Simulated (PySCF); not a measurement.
C4H6BNO, SMILES O1C(B(C1=C)N)=C.

Geometry optimised at r2SCAN-D4/def2-SVP. The structure was generated by enumeration, and PubChem lists no compound with its InChIKey, so it may never have been made. The values are those of a single conformer.

Method: TDA-LC-ωPBE/def2-SVPD (PySCF 2.14.0).

Vertical excitations. Gas-phase values at a fixed geometry. State labels are in the subgroup C2v.

```tsv
state	symmetry	energy (eV)	λ (nm)	f	main pairs
S1	A1	5.23	237	0.048	HOMO→LUMO 96 %
S2	A2	6.31	196	0.000	HOMO−2→LUMO 94 %
S3	B2	6.51	191	0.443	HOMO−1→LUMO 97 %
S4	B1	6.63	187	0.025	HOMO→LUMO+1 82 %
S5	B1	6.78	183	0.001	HOMO−3→LUMO 96 %
S6	B2	7.10	175	0.672	HOMO→LUMO+4 94 %
S7	A2	7.47	166	0.000	HOMO→LUMO+2 60 %, HOMO−1→LUMO+1 26 %
S8	B1	7.63	163	0.032	HOMO→LUMO+3 56 %, HOMO→LUMO+5 9 %
S9	A1	8.00	155	0.350	HOMO−4→LUMO 90 %
S10	B1	8.12	153	0.010	HOMO→LUMO+5 32 %, HOMO→LUMO+8 16 %, HOMO→LUMO+3 14 %, HOMO→LUMO+11 10 %
T1	A1	3.04	409	0	HOMO→LUMO 81 %, HOMO−1→LUMO+4 15 %
T2	B2	3.70	335	0	HOMO−1→LUMO 50 %, HOMO→LUMO+4 43 %
T3	A2	5.61	221	0	HOMO−2→LUMO 91 %
T4	B1	6.02	206	0	HOMO−3→LUMO 90 %
```
Triplets are in the Tamm–Dancoff approximation.
